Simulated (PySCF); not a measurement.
GaH, SMILES [GaH] (connectivity only; charge and spin as stated), neutral, multiplicity 1. Geometry optimised at PBE0-D3(BJ)/def2-TZVPD.

The numbers are results of PBE0-D3(BJ)/def2-TZVPD (PySCF 2.14.0), not measurements.

Harmonic wavenumbers (cm⁻¹): 1598. Rotational constants (GHz): 179.9 (linear); symmetry number 1.

Q: Work out the zero-point energy and the ideal-gas rigid-rotor harmonic-oscillator thermochemistry at 298.15 K and 1 atm.

A: ZPE = ½ Σ hcν = ½ × 1598 cm⁻¹ = 2.28 kcal/mol. H − E(el) = 4.36 kcal/mol. Entropy in cal/(mol K): translation 38.69, rotation 9.03, vibration 0.01, total 47.72. G − E(el) = -9.87 kcal/mol. Cp = 7.01 cal/(mol K).
